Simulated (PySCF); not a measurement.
NICS in rings of unrelated molecules.

NICS = −σ at a ghost point: NICS(0) at the centroid of the ring atoms, NICS(1) 1 Å to either side along the normal of their mean plane, zz for the tensor component along that normal. Level: GIAO PBE0/pcSseg-1 (PySCF, non-relativistic, gas phase) on the GFN2-xTB geometries, one conformer each. Atom numbers follow the mapped SMILES.

Question: Order these rings by mean NICS(1)zz, lowest (most negative) first (ppm).
A. ring N7–C8–C9–C10–C11 in `[F:1][C:2]([F:3])([F:4])/[P:5]=[P:6]\[n:7]1[cH:8][cH:9][cH:10][cH:11]1`
B. ring C6–C7–C8–C9 in `[F:1][C:2]([F:3])([F:4])[CH:5]=[C:6]1[CH2:7][CH2:8][CH2:9]1`
C. ring C3–C4–C6 in `[N:1]#[C:2][C@@H:3]1[C@@H:4]([F:5])[C@H:6]1[C:7](=[O:8])[O-:9]` (charge -1)
D. ring C2–C3–C4–C7 in `[CH2:1]=[C:2]1[CH2:3][C@@H:4]([CH2:5][Cl:6])[C@@H:7]1[Cl:8]`
E. ring C6–C7–C8–C9–C10 in `[F:1][C:2]([F:3])=[C:4]([F:5])[C@@H:6]1[CH+:7][CH:8]=[CH:9][CH2:10]1` (charge +1)
F. ring Si3–O4–C5–C6–O7 in `[CH3:1][CH2:2][SiH:3]1[O:4][CH2:5][CH2:6][O:7]1`
G. ring C4–N5–C6–N7–N8 in `[CH3:1]/[N:2]=[CH:3]/[c:4]1[n:5][cH:6][n:7][nH:8]1`

Answer: G (-31.6), A (-25.6), C (-19.7), E (-9.8), F (-6.0), D (2.3), B (3.5).

| SMILES | ring | NICS(0) | NICS(1) | NICS(1)zz | HOMA | rms pucker (Å) | ring atoms with four or more neighbours |
| --- | --- | --- | --- | --- | --- | --- | --- |
| C/N=C/c1ncn[nH]1 | 5-membered ring with 3 N; formal bonds all aromatic | -12.3 | -11.9 | -31.6 | 0.97 | 0.00 | 0 |
| FC(F)(F)/P=P\n1cccc1 | 5-membered ring with N; formal bonds all aromatic | -10.5 | -9.5 | -25.6 | 0.77 | 0.01 | 0 |
| N#C[C@@H]1[C@@H](F)[C@H]1C(=O)[O-] | 3-membered carbocycle; formal bonds all single | -38.2 | -8.8 | -19.7 | – | 0.00 | 3 |
| FC(F)=C(F)[C@@H]1[CH+]C=CC1 | 5-membered carbocycle; formal bonds 1 double, 4 single | 1.3 | -5.4 | -9.8 | – | 0.02 | 2 |
| CC[SiH]1OCCO1 | 5-membered ring with 2 O and Si; formal bonds all single | -7.6 | -2.5 | -6.0 | – | 0.09 | 3 |
| C=C1C[C@@H](CCl)[C@@H]1Cl | 4-membered carbocycle; formal bonds all single | 0.6 | -1.5 | 2.3 | – | 0.06 | 3 |
| FC(F)(F)C=C1CCC1 | 4-membered carbocycle; formal bonds all single | 4.8 | -0.1 | 3.5 | – | 0.01 | 3 |

NICS(0) gives another order. The isotropic NICS(1) gives the same order. HOMA uses Krygowski's 1993 parameters; it is left out where a ring has a four-coordinate atom, a triple bond, no multiple bond or a kind of bond without parameters. NICS(1) and NICS(1)zz are means over the two faces.
